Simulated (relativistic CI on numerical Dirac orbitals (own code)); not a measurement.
# Sensitivity of the levels of Tm XXXIV to α and to the nuclear radius

Method of calculation: Dirac-Coulomb-Breit CI, KLI orbitals optimised for each configuration, derivatives by finite differences, unscaled Slater integrals, QED left out (own radial code, finite nucleus).

CI space (outside the closed core [Ar] 3d10): 4s2 4p6, 4s2 4p5 4d, 4s 4p6 4d, 4s2 4p5 4f, 4s 4p6 4f, 4p6 4d2, 4p5 4d3, 4p5 4d2 4f. Double excitations out of closed p, d and f shells are left out; levels of such configurations are missing from the list, as are those of other unlisted configurations, and high levels can miss mixing partners.

With x = (α/α₀)² − 1 an excitation energy changes as ω = ω₀ + qx; K = 2q/ω₀ is the relative enhancement. Terms are leading LS components, so labels can repeat. The field-shift factor is F = δν/δ⟨r²⟩ for the transition from the lowest level.

Lowest level 4s2 4p6 1S_0.

```
           Level  ω₀ (cm⁻¹)  q (cm⁻¹)       K  F (GHz/fm²)
4s2 4p5 4d 3P°_0    1058086     35880  0.0678         6.66
4s2 4p5 4d 3P°_1    1088580     46930  0.0862         6.84
4s2 4p5 4d 3F°_3    1113301     38380   0.069         5.89
4s2 4p5 4d 3D°_2    1123478     40220  0.0716         6.58
4s2 4p5 4d 3F°_4    1191232    143100    0.24         7.69
4s2 4p5 4d 1D°_2    1209961    144700   0.239         8.55
4s2 4p5 4d 3D°_3    1251321    142600   0.228          9.2
4s2 4p5 4d 3D°_1    1359066    194300   0.286         1.82
4s2 4p5 4d 3F°_2    1603774    627800   0.783        -53.8
4s2 4p5 4d 3D°_2    1714967    733500   0.855        -50.3
4s2 4p5 4d 3F°_3    1732548    735800   0.849        -51.3
4s2 4p5 4d 1P°_1    1784273    575300   0.645        -44.5
  4s 4p6 4d 3D_1    2348729    578400   0.493         -878
  4s 4p6 4d 3D_2    2382792    619400    0.52         -922
  4s 4p6 4d 3D_3    2463787    670600   0.544         -867
  4s 4p6 4d 1D_2    2559019    666100   0.521         -939
 4s2 4p5 4f 3G_4    2573954    142200   0.111           22
 4s2 4p5 4f 3G_5    2580288    163400   0.127         22.7
 4s2 4p5 4f 3F_3    2600695    148900   0.115         13.7
 4s2 4p5 4f 3D_1    2601243    293000   0.225         -285
 4s2 4p5 4f 3F_2    2622995    354000    0.27         -349
 4s2 4p5 4f 3F_4    2631032    164700   0.125         22.9
 4s2 4p5 4f 3D_3    2644777    325100   0.246         -265
```

At this charge energies of transitions that change n are usually good to better than 1 %, and those within a shell (Δn = 0) to a few per cent.
